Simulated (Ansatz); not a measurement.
FH4N2Sc (`[NH2][Sc]([NH2])[F]`). Total charge 0; spin multiplicity 1. Geometry: relaxed with PBE0-D4/def2-TZVP. It is one conformer, not always the lowest.

```xyz
8

N    -0.104    1.425    0.989
Sc    0.675   -0.042   -0.096
N    -0.548   -1.384   -0.895
F     2.510   -0.156   -0.358
H     0.399    2.172    1.450
H    -1.088    1.565    1.183
H    -1.556   -1.401   -0.806
H    -0.287   -2.179   -1.467
```

Task: What is the dipole moment at PBE/def2-TZVPP? (An estimate is asked.)

Result: Ansatz gave: 2.17 D, with components (-2.15, 0.13, 0.31) D in this frame, pointing from negative to positive charge.

Task: And with r2SCAN, B3LYP, ωB97M-V? (An estimate is asked.)

Result: Ansatz gave: r2SCAN 2.19 D, B3LYP 2.23 D, ωB97M-V 2.16 D.

Task: Give the Mulliken charges with PBE, B3LYP, r2SCAN in def2-TZVPP. (Best estimate.)

Result: The calculation gave: 
```
atom    PBE  B3LYP  r2SCAN
  N1  -0.46  -0.47   -0.52
 Sc2   0.78   0.88    0.92
  N3  -0.46  -0.47   -0.52
  F4  -0.40  -0.45   -0.45
  H5   0.14   0.13    0.15
  H6   0.13   0.13    0.14
  H7   0.13   0.13    0.14
  H8   0.14   0.13    0.15
```

B3LYP here is the variant with VWN-RPA as its local correlation; programs differ in this.
